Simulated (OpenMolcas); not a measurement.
Multiplet structure of Se⁺

```yaml
Program: OpenMolcas 26.06
Method: RASSCF
Basis: ANO-RCC-VQZP [7s6p4d2f1g]
Scalar_Hamiltonian: DKH2, point nucleus
Active_space: 3 electrons in 9 orbitals (RAS2 4p; RAS3 4d 5s, at most 1 electron)
State_averaging: 2S+1 = 4 odd, 1 root; 2S+1 = 2 odd, 8 roots; 2S+1 = 4 even, 18 roots; 2S+1 = 2 even, 54 roots
Spin-orbit_coupling: state interaction with AMFI integrals over the reference wave functions, term energies averaged over their components
```

With spin-orbit coupling, above the lowest level:

```tsv
Configuration	Term	J	E (cm⁻¹)	Measured (cm⁻¹)	Term weight %	Second
4s² 4p³	⁴S°	3/2	0.0	0.0	100	
4s² 4p³	²D°	3/2	17492	13168	97	3 ²P°
4s² 4p³	²D°	5/2	17889	13784	100	
4s² 4p³	²P°	1/2	29568	23038	100	
4s² 4p³	²P°	3/2	30100	23895	96	3 ²D°
4s² 4p² 4d	⁴F	3/2	105238		98	
4s² 4p² 4d	⁴F	5/2	105875		97	3 ⁴D
4s² 4p² 4d	⁴F	7/2	106795		97	3 ⁴D
4s² 4p² 5s	⁴P	1/2	107906	95270	98	
4s² 4p² 4d	⁴F	9/2	108003		99	
4s² 4p² 5s	⁴P	3/2	109086	96753	96	4 4s² 4p² 4d ²P(1)
4s² 4p² 4d	²P(1)	3/2	110086		49	46 ⁴D
4s² 4p² 4d	⁴D	1/2	110150		77	23 ²P(1)
4s² 4p² 5s	⁴P	5/2	110719	98674	74	22 4s² 4p² 4d ⁴D
4s² 4p² 4d	⁴D	5/2	111023		67	25 4s² 4p² 5s ⁴P
4s² 4p² 4d	⁴D	7/2	111363		87	10 ²F(1)
4s² 4p² 4d	⁴D	3/2	111377		52	46 ²P(1)
4s² 4p² 4d	²P(1)	1/2	111904		73	22 ⁴D
4s² 4p² 4d	²F(1)	5/2	113454		93	7 ⁴D
4s² 4p² 4d	²F(1)	7/2	115581		89	10 ⁴D
4s² 4p² 5s	²P	1/2	119160		95	3 4s² 4p² 4d ²P(1)
4s² 4p² 5s	²P	3/2	119587		90	8 ²D
4s² 4p² 4d	⁴P	5/2	122047		94	4 4s² 4p² 5s ²D
4s² 4p² 4d	⁴P	3/2	122866		90	9 4s² 4p² 5s ²D
4s² 4p² 4d	⁴P	1/2	123337		99	
4s² 4p² 5s	²D	3/2	123718		82	9 ²P
4s² 4p² 5s	²D	5/2	123761		95	4 4s² 4p² 4d ⁴P
4s² 4p² 4d	²G	7/2	126622		99	
4s² 4p² 4d	²G	9/2	126823		99	
4s² 4p² 4d	²D(1)	5/2	129877		98	
4s² 4p² 4d	²D(1)	3/2	130014		98	
4s² 4p² 4d	²S	1/2	136888		99	
4s² 4p² 4d	²D(2)	3/2	137621		98	
4s² 4p² 4d	²D(2)	5/2	139662		94	6 ²F(2)
4s² 4p² 4d	²P(2)	1/2	141586		99	
4s² 4p² 4d	²P(2)	3/2	142838		98	
4s² 4p² 4d	²F(2)	7/2	143028		100	
4s² 4p² 4d	²F(2)	5/2	143049		91	6 ²D(2)
4s² 4p² 5s	²S	1/2	147983		99	
4s² 4p² 4d	²D(3)	5/2	152994		97	3 ²F(2)
```

Against the 7 measured excited levels shown (NIST Handbook of Basic Atomic Spectroscopic Data) the mean absolute deviation is 8300 cm-1; the largest miss in energy is 4s² 4p² 5s ⁴P_1/2: computed 107906, measured 95270 cm⁻¹ (+13.3 %), and the largest in proportion 4s² 4p³ ²D°_3/2 (+32.8 %).

Spin-orbit coupling puts the lowest level 135 cm⁻¹ below the lowest spin-free term.

Without dynamic correlation excited terms often stand tens of per cent too high (terms of higher spin than the ground term too low), and those without a measured partner can miss by more than the paired ones. ANO sets are built for valence states and can reach diffuse excited orbitals poorly, and with the s shell closed the s pⁿ⁺¹ terms that mix with these levels are absent. With the s shell closed, the reference lacks s² → p² mixing. Measured partners are found by configuration, term and J. A level has none where our copy of the source lacks it or the pairing is in doubt (some pairs that miss far off the trend of their configuration count as doubtful), and it then counts in no deviation. Only configurations of the active space appear. The table shows the lowest 40 of 41 levels.

The term weight is that of the spin-free term in the level, not the purity of its configuration. A number in round brackets counts repeated terms of one configuration in the order of the reference energies. ° marks odd parity.
